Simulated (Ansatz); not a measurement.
Consider the ligand exchange at the Si–O bond: `C[SiH](O)O` + HI → `C[SiH](O)I` + H₂O.

Program: Ansatz. Geometries: PBE0-D4/def2-TZVP. ΔE: electronic, gas phase. CCSD(T)/CBS is the MP2 limit (def2-TZVPP, def2-QZVPP) plus CCSD(T) − MP2 in def2-TZVPP, frozen cores. This one scheme is used for every species. Functionals use def2-TZVPP. Elements past krypton have def2 core potentials. For I outer-core shells are correlated without core-valence functions, which leaves a few kJ/mol of doubt a bond. Each species was taken in one conformer, which may not be the lowest.

```tsv
level	ΔE (kcal/mol)	difference from CCSD(T)/CBS
PBE-D4	1.8	-1.1
r2SCAN-D4	4.1	1.2
PBE0-D4	2.0	-0.9
ωB97M-V	4.7	1.8
B2PLYP	5.6	2.7
PBE	2.7	-0.2
r2SCAN	4.3	1.4
HF/def2-TZVPP	7.4	4.5
MP2/def2-TZVPP	3.2	0.3
HF/def2-QZVPP	7.4	4.5
CCSD(T)/CBS	2.9	0
```

Largest T1 diagnostic among the species: 0.011.

In def2-TZVPP, CCSD(T) changes the Hartree–Fock value by −1.9 kcal/mol (the triples alone add −0.6 kcal/mol) and MP2 by −4.2 kcal/mol. The D4 term adds −1.6 kcal/mol with B3LYP and −0.9 kcal/mol with PBE0; it sums over pairs of atoms, weighted by their polarisabilities, and B3LYP, whose exchange is more repulsive, gets the larger term.

B3LYP here is the variant with VWN-RPA as its local correlation; programs differ in this.
